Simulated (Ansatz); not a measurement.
System: C$_{6}$H$_{8}$, charge 0, multiplicity 1. SMILES: C1CC2=C1CC2
Geometry from a B3LYP-D3(BJ)/def2-TZVP (Ansatz, a quantum-chemistry and plane-wave program) optimisation:
```
C
C 1 1.3145
C 1 1.5290 2 95.42
H 3 1.0918 1 116.62 2 -114.53
H 3 1.0918 4 108.84 1 134.48
C 2 1.5290 1 95.42 3 180.00
H 6 1.0918 2 116.62 1 114.53
H 6 1.0918 7 108.84 2 -134.48
C 2 1.5290 1 95.42 3 0.00
H 9 1.0918 2 116.62 1 -114.53
H 9 1.0918 10 108.84 2 134.48
C 1 1.5290 2 95.42 6 0.00
H 12 1.0918 1 116.62 2 114.53
H 12 1.0918 13 108.84 1 -134.48
```
Charge 0, spin multiplicity 1.

Wanted: vertical triplet-singlet gap (E(triplet) - E(singlet); each state is the SCF solution reached for its spin), in kcal/mol. Cores are frozen in the correlated levels unless marked. Open shells are spin-unrestricted. Spin-orbit coupling is left out. Non-relativistic. Basis-set limits of correlation are two-point, X^-3; Hartree-Fock from the larger set. [CCSD(T)-MP2]/basis is that difference in the basis named.

RI-MP2/CBS(aug-cc-pVTZ,aug-cc-pVQZ)+[CCSD(T)-MP2]/aug-cc-pVTZ (Ansatz) gives 113.6 kcal/mol.

**Question.** Another calculation gave 100.4 kcal/mol. Which level was it?
A) B2PLYP/def2-TZVPD (Ansatz)
B) r2SCAN/def2-TZVPD (Ansatz)
C) CAM-B3LYP/def2-TZVPD (Ansatz)

**Answer.** B, r2SCAN/def2-TZVPD (Ansatz). The others give 105.5 (CAM-B3LYP), 110.4 (B2PLYP) kcal/mol.
